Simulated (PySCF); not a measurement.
# How the method changes the shape and vibrations of B2H3OSi anion

These are calculations, not measurements. The program is PySCF 2.14.0, an open-source quantum chemistry code, run on an isolated molecule that a program drew, which may never have been made. The molecule is B2H3OSi anion (charge -1, singlet), drawn as the SMILES string `O=BB[SiH2-]`.

The geometry was optimised and harmonic frequencies were computed with HF and MP2, all in the aug-cc-pV(D+d)Z basis, for the commonest isotopes, with a restricted reference for singlets and an unrestricted one otherwise, and a frozen core in MP2. Each result is a local minimum of its method.

Geometry at the HF minimum:
```xyz
7
B2H3OSi anion, angstrom
O    -0.3616   -1.7178   -0.7654
B     0.6381   -1.3576   -0.1899
B     2.0378   -0.8571    0.5902
Si    2.0259   -0.5428    2.4271
H     3.0434   -0.7070   -0.0590
H     3.1905   -0.0962    3.2459
H     0.8527   -0.6916    3.3337
```

Lengths of the bonds as drawn, in Å (atoms numbered as above):
| bond | HF | MP2 |
|---|---|---|
| O1-B2 | 1.208 | 1.245 |
| B2-B3 | 1.679 | 1.664 |
| B3-Si4 | 1.864 | 1.873 |
| B3-H5 | 1.206 | 1.213 |
| Si4-H6 | 1.492 | 1.499 |
| Si4-H7 | 1.490 | 1.496 |

Rotational constants, in GHz:
| constant | HF | MP2 |
|---|---|---|
| A | 27.01 | 25.2 |
| B | 2.402 | 2.438 |
| C | 2.206 | 2.223 |

Harmonic frequencies in cm^-1, each column in rising order, so a row needn't be the same motion in every method:
```
rank,HF,MP2
1,127,109
2,283,?
3,350,353
4,437,394
5,539,505
6,556,519
7,755,676
8,760,728
9,839,785
10,1006,944
11,1077,1014
12,1987,1796
13,2227,2181
14,2248,2198
15,2610,2569
```

**Estimate the missing MP2 frequency from the HF column.**

A single factor s that minimises the squared misfit of MP2 against s times HF over the other rows is sum(HF x MP2) / sum(HF^2) = 0.9604, with an rms misfit of 42 cm^-1. For rank 2 it gives 0.9604 x 283 = 272 cm^-1. The calculation gives 261 cm^-1, 11 cm^-1 below the estimate. The drawn bonds are on average 0.7 % longer in MP2 than in HF.
